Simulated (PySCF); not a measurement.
States of one metal complex from SC-NEVPT2 in the d shell, PySCF, above the ground state:

| 2S+1 | degeneracy | energy / cm⁻¹ | f (electric dipole) |
| --- | --- | --- | --- |
| 5 | 2 | 0 | – |
| 5 | 2 | 4655 | 2.7e-05 |
| 5 | 1 | 5885 | 1.5e-05 |
| 3 | 1 | 18346 | – |
| 3 | 1 | 18403 | – |
| 3 | 2 | 18404 | – |
| 3 | 2 | 18490 | – |
| 3 | 1 | 18547 | – |
| 3 | 2 | 19081 | – |
| 3 | 1 | 19779 | – |
| 3 | 2 | 20084 | – |
| 3 | 2 | 20566 | – |

Question: Which of these complexes, all computed at model or optimised geometries, gave the data?
A. [FeCl3]- (d6, trigonal planar)
B. [CrI3]- (d4, trigonal planar)
C. FeF2 (d6, linear)
D. [FeCl5]3- (d6, trigonal bipyramidal)

Answer: B. [CrI3]- (d4, trigonal planar) has 5E', then 5E'' at 4655, 5A1' at 5885 cm⁻¹ (NEVPT2). The others: [FeCl5]3- (d6, trigonal bipyramidal) has 5A'', then 5A'' at 577, 5A' at 1828 cm⁻¹ (NEVPT2); [FeCl3]- (d6, trigonal planar) has 5A1', then 5E'' at 1387, 5E' at 6715 cm⁻¹ (NEVPT2); FeF2 (d6, linear) has 5Δg, then 5Πg at 8085, 5Σg+ at 8304 cm⁻¹ (NEVPT2).

On [CrI3]-: The geometry is a model, and the complex may not exist in this form. The ground state is orbitally degenerate in this regular structure, which would distort (Jahn–Teller). NEVPT2 lifts 5A1' from 4890 to 5885 cm⁻¹; on the d shell alone such lifts tend to overshoot.
